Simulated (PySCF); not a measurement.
Magnetic susceptibility: `InChI=1S/C6H12O3S/c7-10(8,9)6-4-2-1-3-5-6/h6H,1-5H2,(H,7,8,9)`

Geometry:
```
atom   x (Å)   y (Å)   z (Å)
  O1   3.158   1.060   0.335
  S2   2.321  -0.086   0.540
  O3   2.135  -0.556   1.875
  O4   2.969  -1.284  -0.351
  C5   0.725   0.113  -0.277
  C6   0.029   1.258   0.433
  C7  -1.405   1.406  -0.074
  C8  -2.168   0.096   0.109
  C9  -1.465  -1.042  -0.625
 C10  -0.027  -1.192  -0.127
 H11   3.844  -1.024  -0.643
 H12   0.951   0.351  -1.314
 H13   0.026   1.041   1.503
 H14   0.595   2.179   0.280
 H15  -1.390   1.674  -1.132
 H16  -1.905   2.209   0.469
 H17  -3.187   0.205  -0.266
 H18  -2.224  -0.141   1.173
 H19  -1.457  -0.832  -1.697
 H20  -2.005  -1.976  -0.469
 H21  -0.022  -1.460   0.931
 H22   0.491  -1.980  -0.675
```

The calculation used GIAO PBE/pcSseg-1 magnetisability, rotational g tensor and spin-rotation constants, non-relativistic, gas phase (PySCF). Geometry: GFN2-xTB.

(1) How diamagnetic is it, and how anisotropic?

(2) Split it along the inertial axes a, b, c into diamagnetic and paramagnetic parts about the centre of mass, with the quadrupole moment.

(3) And the rotational g tensor?

Answers

(1) Isotropic -1620 × 10⁻³⁰ J/T², or -97.5 × 10⁻⁶ cm³/mol; principal values -1677, -1638, -1543 × 10⁻³⁰ J/T², anisotropy 119 × 10⁻³⁰ J/T² (root of half the summed squared differences of the principal values). The susceptibility is in cgs units.

(2) 
```
axis  χ (10⁻⁶ cm³/mol)  diamagnetic (10⁻⁶ cm³/mol)  paramagnetic (10⁻⁶ cm³/mol)  summed x² of all electrons (Å²)  quadrupole Θ (D Å)
   a             -99.3                      -658.5                        559.1                            336.6               +4.37
   b            -100.2                     -1651.2                       1551.0                            102.6               -2.80
   c             -93.1                     -1863.4                       1770.3                             52.6               -1.58
```
Anisotropies 2χaa − χbb − χcc = -5.4 and 2χbb − χaa − χcc = -8.0 × 10⁻⁶ cm³/mol. Θ is traceless in Buckingham's convention.

(3) 
| axis | rotational constant (GHz) | g | nuclear part | electronic part |
| --- | --- | --- | --- | --- |
| a | 2.3596 | -0.0272 | 0.5926 | -0.6198 |
| b | 0.7830 | -0.0072 | 0.5634 | -0.5706 |
| c | 0.6910 | -0.0089 | 0.5659 | -0.5747 |

Asymmetric top; isotopes 12C, 1H, 16O, 32S; no vibrational averaging.
